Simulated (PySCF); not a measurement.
B(Cl)(Me)(OH) (CH₄BClO), SMILES OB(Cl)C.

Coordinates come from a B3LYP-D3(BJ)/def2-SVP optimisation. Other conformers were not sampled.

All values below come from M06-2X/def2-TZVPD in PySCF.

Gas-phase values at a fixed geometry.

```json
{
  "total_energy": "-600.89755 hartree",
  "point_group": "Cs",
  "highest_occupied_level": "-10.29 eV",
  "lowest_empty_level": "-0.10 eV",
  "orbital_gap": "10.19 eV",
  "dipole_moment": "0.126 e·Å",
  "quadrupole, principal values (traceless, Buckingham form, about the centre of nuclear charge)": "-5.66, 0.07, 5.60 D·Å",
  "mean_static_polarisability": "45.4 bohr³ (6.72 Å³)",
  "polarisability_principal_values": "36.9, 46.9, 52.3 bohr³"
}
```
